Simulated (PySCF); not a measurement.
SMILES C=Cc1ccc(OC)cc1 (GFN2-xTB optimised geometry):

```
20

C     -2.617    -2.595    -0.001
C     -1.301    -2.415     0.001
C     -0.592    -1.143     0.000
C     -1.238     0.096    -0.001
C     -0.522     1.270    -0.001
C      0.875     1.255     0.000
O      1.483     2.473     0.000
C      2.888     2.524     0.015
C      1.533     0.030     0.000
C      0.802    -1.143     0.000
H     -3.046    -3.582     0.001
H     -3.318    -1.778    -0.003
H     -0.656    -3.286     0.004
H     -2.316     0.141     0.000
H     -1.021     2.227    -0.002
H      3.298     2.050     0.912
H      3.145     3.582     0.018
H      3.318     2.051    -0.874
H      2.611    -0.023     0.000
H      1.331    -2.086     0.000
```

Calculation: PySCF 2.14.0 with PBE/def2-SVP.

### Question
What are the frontier orbital energies and the dipole moment?

### Answer
HOMO-2 -6.66 eV, HOMO-1 -6.27 eV, HOMO -4.99 eV, LUMO -1.47 eV, LUMO+1 -0.95 eV; dipole moment 1.79 D.

Meta-Löwdin charges at PBE/def2-SVP: C1 -0.24, C2 -0.09, C3 -0.01, C4 -0.10, C5 -0.13, C6 0.19, O7 -0.30, C8 -0.10, C9 -0.17, C10 -0.10, H11 0.11, H12 0.10, H13 0.10, H14 0.11, H15 0.12, H16 0.10, H17 0.12, H18 0.10, H19 0.11, H20 0.10.
